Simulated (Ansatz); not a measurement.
Gas-phase electronic energies from Ansatz, PBE0-D4/def2-TZVP geometries. CBS: MP2 limit from def2 TZ/QZ plus the TZ coupled-cluster correction, frozen cores. This one scheme is used for every species. Functionals use def2-TZVPP. B3LYP here is the variant with VWN-RPA as its local correlation; programs differ in this. HSE06 is defined as in plane-wave codes. Each species was taken in one conformer, which may not be the lowest.

Reaction (hydrogenolysis of the Al–C bond): `C=[CH][Al]([CH3])[CH3]` + H₂ → `C=[CH][AlH][CH3]` + CH₄

```tsv
level	ΔE (kcal/mol)	difference from CCSD(T)/CBS
LDA (SPW92)	-5.0	0.6
revPBE-D4	-4.7	0.9
BLYP-D4	-5.6	0.0
r2SCAN-D4	-5.2	0.4
B97M-V	-9.1	-3.5
PBE0-D4	-5.9	-0.3
B3LYP-D4	-6.4	-0.8
r2SCANh-D4	-5.5	0.1
r2SCAN0-D4	-5.9	-0.3
HSE06-D4	-5.9	-0.3
BHLYP-D4	-7.6	-2.0
ωB97X-V	-6.6	-1.0
ωB97M-V	-5.8	-0.2
B2PLYP	-7.0	-1.4
PBE-QIDH	-6.4	-0.8
PBE	-6.0	-0.4
BLYP	-7.5	-1.9
r2SCAN	-5.5	0.1
PBE0	-6.9	-1.3
B3LYP	-7.9	-2.3
r2SCANh	-5.8	-0.2
r2SCAN0	-6.3	-0.7
HSE06	-6.8	-1.2
BHLYP	-9.0	-3.4
RPA@PBE/def2-TZVPP	-6.7	-1.1
HF/def2-SVP	-13.5	-7.9
MP2/def2-SVP	-8.1	-2.5
CCSD/def2-SVP	-9.9	-4.3
CCSD(T)/def2-SVP	-9.3	-3.7
HF/def2-TZVPP	-11.9	-6.3
MP2/def2-TZVPP	-5.0	0.6
SCS-MP2/def2-TZVPP	-6.6	-1.0
CCSD/def2-TZVPP	-7.2	-1.6
CCSD(T)/def2-TZVPP	-6.1	-0.5
HF/def2-QZVPP	-11.9	-6.3
MP2/def2-QZVPP	-4.6	1.0
SCS-MP2/def2-QZVPP	-6.2	-0.6
HF/CBS(def2)	-11.9	-6.3
MP2/CBS(def2)	-4.4	1.2
CCSD/CBS(def2)	-6.6	-1.0
CCSD(T)/CBS	-5.6	0
```

Largest T1 diagnostic among the species: 0.011.

Leaving LDA and LC-ωPBE aside and taking each functional with its dispersion term where it has one, the values spread over 4.4 kcal/mol, from B97M-V to revPBE-D4. LDA lies +1.0 kcal/mol from PBE without D4. From r2SCAN to r2SCAN0 (25 % exact exchange), in def2-TZVPP and without D4, ΔE moves by −0.8 kcal/mol. In def2-TZVPP, CCSD(T) changes the Hartree–Fock value by +5.8 kcal/mol (the triples alone add +1.0 kcal/mol) and MP2 by +6.9 kcal/mol.
